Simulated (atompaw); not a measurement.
# Scattering properties, PAW (atompaw) potential for S (Z = 16)

| Quantity | Value |
| --- | --- |
| Element | sulfur (S) |
| Generator | atompaw 4.2.0.5 |
| Type | PAW |
| Functional | PBE |
| Relativity | scalar-relativistic |
| Frozen core | [Ne] |
| Valence charge | 6 |
| Reference configuration | 3s2 3p3 (charge +1) |
| Partial waves | 3s (bound): rc 1.60 bohr; 3s channel at -1.65 Ry: rc 1.60 bohr; 3p (bound): rc 1.60 bohr; 3p channel at 0.25 Ry: rc 1.15 bohr; 3d channel at -0.2 Ry: rc 1.20 bohr; 3d channel at 1.9 Ry: rc 1.20 bohr |
| Local potential | bessel scheme, radius 1.55 bohr |
| Core correction | smooth core density matched at 1.30 bohr |
| Augmentation charge | sinc compensation charge, radius 1.40 bohr; PAW radius 1.60 bohr; waves and projectors: custom rrkj vanderbiltortho |

The phase is arctan(r·u′/u) with u = r·R(r), unwrapped; energies in Ry, scanned from -4 to 5 Ry. A pole is an energy at which the radial function vanishes at the test radius. The pseudo phase is shifted by a multiple of π to meet the all-electron one at the reference energy, and phase errors are pseudo minus all-electron; the curves can meet again beyond the range given. Levels narrower than the energy grid can be missing from the lists of poles.

```json
{"channel": "s", "radius (bohr)": "1.60", "reference energy (Ry)": "-2.03", "poles, all-electron": "2.29", "poles, pseudo": "2.27", "unbroken range about the reference energy with phases within 0.05 rad": "the whole range", "phase error 1 Ry above the reference energy (rad)": "-0.000"}
{"channel": "p", "radius (bohr)": "1.60", "reference energy (Ry)": "-1.23", "poles, all-electron": "3.43", "poles, pseudo": "3.22", "unbroken range about the reference energy with phases within 0.05 rad": "below 4.1", "phase error 1 Ry above the reference energy (rad)": "-0.000"}
{"channel": "d", "radius (bohr)": "1.60", "reference energy (Ry)": "-0.20", "poles, all-electron": "4.03", "poles, pseudo": "4.03", "unbroken range about the reference energy with phases within 0.05 rad": "the whole range", "phase error 1 Ry above the reference energy (rad)": "-0.000"}
```

Phases in the d channel:

```tsv
E (Ry)	all-electron	pseudo
-4.00	1.231	1.231
-3.76	1.219	1.219
-3.52	1.206	1.206
-3.28	1.191	1.191
-3.04	1.174	1.174
-2.80	1.155	1.155
-2.56	1.133	1.133
-2.32	1.108	1.108
-2.08	1.079	1.079
-1.84	1.045	1.045
-1.60	1.004	1.004
-1.36	0.955	0.955
-1.12	0.893	0.893
-0.88	0.816	0.816
-0.64	0.717	0.717
-0.40	0.587	0.587
-0.16	0.417	0.417
0.08	0.199	0.199
0.32	-0.062	-0.062
0.56	-0.339	-0.339
0.80	-0.595	-0.595
1.04	-0.805	-0.805
1.28	-0.969	-0.969
1.52	-1.094	-1.094
1.76	-1.191	-1.191
2.00	-1.267	-1.267
2.24	-1.327	-1.327
2.48	-1.377	-1.377
2.72	-1.419	-1.419
2.96	-1.455	-1.455
3.20	-1.486	-1.486
3.44	-1.514	-1.514
3.68	-1.538	-1.538
3.92	-1.561	-1.561
4.16	-1.582	-1.582
4.40	-1.601	-1.601
4.64	-1.620	-1.620
4.88	-1.638	-1.637
```
